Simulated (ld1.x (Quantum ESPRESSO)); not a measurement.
# gallium (Ga): one change to an ultrasoft potential, before and after

- Element: gallium (Ga)
- Generator: ld1.x (Quantum ESPRESSO) 7.5
- Type: ultrasoft
- Functional: LDA (PZ)
- Relativity: scalar-relativistic
- Frozen core: [Ne]
- Valence charge: 21
- Reference configuration: 3s2 3p6 3d10 4s1 4p0 (charge +2)
- Partial waves: 3s (bound): rcut 1.00, rcutus 1.10 bohr; 4s (bound): rcut 1.00, rcutus 1.10 bohr; 3p (bound): rcut 0.95, rcutus 1.20 bohr; 4p (bound, empty): rcut 0.95, rcutus 1.20 bohr; 3d (bound): rcut 1.15, rcutus 1.40 bohr; 3d channel at -1.55 Ry: rcut 1.15, rcutus 1.40 bohr; 4f channel at 0.45 Ry: rcut 1.15, rcutus 1.30 bohr; 4f channel at 1.25 Ry: rcut 1.15, rcutus 1.30 bohr
- Local potential: all-electron potential smoothed inside 1.25 bohr (lloc = -1)
- Core correction: a·sin(br)/r model core, default radius (core density twice the valence density)
- Augmentation charge: PSQ, inside the norm-conserving radii

All-electron outer shells of the reference configuration (LDA (PZ), scalar-relativistic, ld1.x):

```tsv
shell	level (eV)	outermost node (bohr)	outermost maximum (bohr)
2p	-1118.60	–	0.15
3s	-167.91	0.27	0.56
3p	-119.13	0.24	0.56
3d	-39.74	–	0.53
4s	-26.48	0.80	1.78
4p	-18.04	0.86	2.10
```

Change: waves 3s (bound): rcut 0.82, rcutus 0.86 bohr; 4s (bound): rcut 0.82, rcutus 0.86 bohr.

Cutoffs: the cutoffs (Ry, on a coarse ladder) from which the occupation-weighted sum of valence levels, in a spherical-Bessel basis at the reference potential, stays within 10 and 1 mRy of its value at 400 Ry; they do not see the model core or the augmentation charge, which bear on the density cutoff. Errors are all-electron minus pseudo energies relative to the spin-unpolarised reference configuration.

**Question.** How do hardness, ghosts and transferability respond?

**Answer.** The potential gets neither clearly harder nor softer (90 Ry and 140 Ry → 90 Ry and 160 Ry); of the 9 tests that both files solve, the error grows in 3 and shrinks in 5 by more than 15 % and 0.3 meV (median size 2.3 → 6.4 meV); neither file shows a bound ghost.

| quantity | base | changed |
| --- | --- | --- |
| cutoff, loose | 90 Ry | 90 Ry |
| cutoff, tight | 140 Ry | 160 Ry |
| loose cutoff by channel (10 mRy a level) | s 70 Ry, p 50 Ry, d 45 Ry | s 60 Ry, p 50 Ry, d 45 Ry |
| bound ghosts | none | none |
| error for 3s2 3p6 3d10 4s2 4p1, meV [ΔE -27.39 eV] | +1.4 | -6.4 |
| error for 3s2 3p6 3d10 4s2 4p0, meV [ΔE -21.50 eV] | +1.3 | +1.4 |
| error for 3s2 3p6 3d10 4s0 4p0, meV [ΔE 31.60 eV] | -6.0 | -4.0 |
| error for 3s2 3p6 3d10 4s1 4p2, meV [ΔE -20.78 eV] | -33 | -27 |
| error for 3s2 3p6 3d9 4s2 4p1, meV [ΔE 0.57 eV] | +117 | +81 |
| error for 3s2 3p6 3d10 4s2 4p1.3, meV [ΔE -27.97 eV] | +0.2 | -7.9 |
| error for 3s2 3p6 3d10 4s0 4p3, meV [ΔE -13.85 eV] | -126 | -67 |
| error for 3s2 3p6 3d10 4s1 4p0 (spin-polarised), meV [ΔE -0.31 eV] | +1.7 | -0.1 |
| error for 3s2 3p6 3d10 4s2 4p1 (spin-polarised), meV [ΔE -27.53 eV] | +2.3 | -5.5 |
| s: phases at 1.54 bohr within 0.05 rad from the reference energy up to (Ry; the scan ends near 5) | to the end of the scan | to the end of the scan |
| p: phases at 1.54 bohr within 0.05 rad from the reference energy up to (Ry; the scan ends near 5) | to the end of the scan | to the end of the scan |
| d: phases at 1.54 bohr within 0.05 rad from the reference energy up to (Ry; the scan ends near 5) | to the end of the scan | to the end of the scan |
| f: phases at 1.54 bohr within 0.05 rad from the reference energy up to (Ry; the scan ends near 5) | to the end of the scan | to the end of the scan |
| lowest overlap eigenvalue by channel | s 0.15, p 0.11, d 0.49, f 0.96 | s 0.15, p 0.11, d 0.49, f 0.96 |
